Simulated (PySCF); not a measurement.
Electron correlation in Ga(2+) (gallium, charge +2)

[Ar] 3d10 4d1, 2D determinant (an excited configuration). Computed with PySCF 2.14 in x2c-TZVPPall with one added diffuse shell each of s, p, d type (7s6p5d1f, 57 functions), with the spin-free X2C one-electron Hamiltonian (Gaussian nucleus). Frozen: [Ne]; 19 electrons correlated.

```
  level  correlation energy (mhartree)
   CCSD                        -242.32
    (T)                          -6.25
CCSD(T)                        -248.57
```

Diagnostics: T1 = 0.0072, D1 = 0.0148, largest double amplitude 0.082.

The outer electron is Rydberg-like, and this basis confines it to a smaller radius and binds it less than a complete one would.

Cost of the coupled-cluster step: roughly 16 core-seconds, for 19 correlated electrons.

This basis was not built for core-valence correlation, so the inner-shell part is incomplete.
